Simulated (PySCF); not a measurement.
Gas-phase reaction: HfCl4.H2O + HfO2 + H2O2 ⇌ 2 HfCl2(OH)2 + O

Method: PySCF energies plus ideal-gas RRHO corrections (1 bar). S°(298 K) at PBE0/def2-TZVP differs from the NASA 1993 table for H2O2 (-8 J/mol/K); whether the harmonic model or the table's entry is off was not settled. † marks an energy on the PBE0/def2-TZVP geometry and frequencies; other levels use their own. MP2 freezes the core. Open shells (unrestricted): O (multiplicity 3, electronic degeneracy 9); the rest are closed-shell singlets. Spin-orbit splitting is ignored; it lowers the true energy and changes the entropy of O. B3LYP is the form with VWN-RPA correlation. Hf: scalar-relativistic def2 core potential, no spin-orbit coupling. No R ln 2 is added for the mirror-image form of H2O2. Adducts (HfCl4.H2O) have no counterpoise correction, and HF, PBE, BLYP, B3LYP and PBE0 lack dispersion. HfCl4.H2O, HfCl2(OH)2: computed as isolated molecules; such fragments, hydroxides, amides, oligomers or adducts are transient or little studied in the gas. MP2 isn't extrapolated to the basis-set limit; its ΔH°(298 K) is -519.4 kJ in def2-SVP and -491.2 kJ in def2-TZVPP. The harmonic model lacks anharmonicity and excited electronic states, which grow with temperature; levels with a mode under 35 cm⁻¹ are left out. Internal rotation in H2O2 is treated as a harmonic vibration of one conformer, which makes the entropy rough. Soft modes under 120 cm⁻¹ make the harmonic entropy rough for HfCl4.H2O, HfCl2(OH)2.

```csv
level,"ΔE electronic, kJ","ΔH°(298 K), kJ","ΔS°(298 K), J/K","ΔG°(2500 K), kJ"
B3LYP/def2-TZVP†,-514,-527,9,-636
HF/def2-TZVP†,-882,-896,9,-1004
M06-2X/def2-TZVP†,-540,-553,9,-662
MP2/def2-SVP†,-506,-519,9,-628
MP2/def2-TZVPP†,-478,-491,9,-600
PBE/def2-SVP,-419,-428,0,-508
PBE/def2-TZVP†,-413,-426,9,-535
PBE0/def2-QZVP†,-511,-524,9,-633
LDA/def2-TZVP†,-368,-382,9,-490
ωB97X-V/def2-TZVP†,-539,-552,9,-661
```
ΔH° is lowest at HF/def2-TZVP† and highest at LDA/def2-TZVP†. No reference value is set beside these.
